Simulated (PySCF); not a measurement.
A structure optimised at PBE-D3(BJ)/def2-SVP, used in a PySCF frequency run:

```xyz
7

In     0.5601     0.3756     0.1534
Br    -1.4433    -1.0207    -0.4406
O      0.6603     2.2250    -0.6424
H     -0.0924     2.3440    -1.2548
N      1.8738    -0.2406     1.6056
H      2.8203     0.1258     1.4322
H      1.9448    -1.2671     1.6283
```
Charge 0, spin multiplicity 1.

Question: Write its SMILES and formula.

Answer: [NH2][In]([OH])[Br], BrH3InNO

Question: What are its rotational constants (standard atomic weights)?

Answer: 4.5635, 1.2217, 0.96599 GHz
